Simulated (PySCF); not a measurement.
# Excitation energy of I by level of theory

I [Kr] 4d10 5s2 5p5 (2P) → I [Kr] 4d10 5s2 5p4 5d1 (high-spin determinant), as a difference of total energies. All numbers are calculated (PySCF 2.14, the non-relativistic Hamiltonian (point nucleus), in dyall-av2z). Correlated levels: valence: [Kr] 4d10 frozen; virtual orbitals above 40 to 60 times the deepest correlated orbital energy dropped. The calculations carry no spin-orbit coupling.

| method | excitation energy (eV) |
| --- | --- |
| UHF | 8.674 |
| MP2 (valence) | 9.325 |
| SCS-MP2 (valence) | 9.316 |
| CCSD (valence) | 9.186 |
| CCSD(T) (valence) | 9.140 |

How much does correlation contribute at CCSD(T) (valence)?

9.140 − (8.674) = 0.466 eV, measured against UHF.

The promoted electron is Rydberg-like, and one or two diffuse shells describe it only roughly, which tends to raise the upper state.

The coupled-cluster amplitudes are large for the upper state (T1 above 0.03 or a double amplitude above 0.15), so a single reference is strained.

The determinant of the upper state mixes LS terms, which raises its energy above the lowest term, most at the Hartree-Fock and MP2 levels.
